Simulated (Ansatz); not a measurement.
```yaml
crystal:
  periodic: [false, false, false]
  atoms:
    - {symbol: N, position_ang: [-0.262837, -0.978244, -0.055389]}
    - {symbol: As, position_ang: [-0.557832, 0.945644, -0.055852]}
    - {symbol: H, position_ang: [0.754713, -1.272179, 0.006335]}
    - {symbol: H, position_ang: [-0.801475, -1.436807, 0.735546]}
    - {symbol: H, position_ang: [0.182600, 1.214265, -1.448390]}
    - {symbol: H, position_ang: [0.728930, 1.460226, 0.769346]}
basis:
  gaussian: {orbitals: aug-pcseg-2}
hamiltonian: {xc: {name: HF}}
correlation: {method: mp2, frozen_orbitals: {N: 9}}
scf: {lower_state_search: light}
output: {forces: true}
```

```sh
$ ansatz run in.yaml --threads 2 --pin off --events-out ev --progress --plain --max-ram 4352MiB
```

(1) How does Ansatz answer? (Estimate.)

Answers

(1) The calculation gave: The input was rejected before any iteration.
```
Functional definition: HF
Error: "frozen_orbitals" has no count for As
```
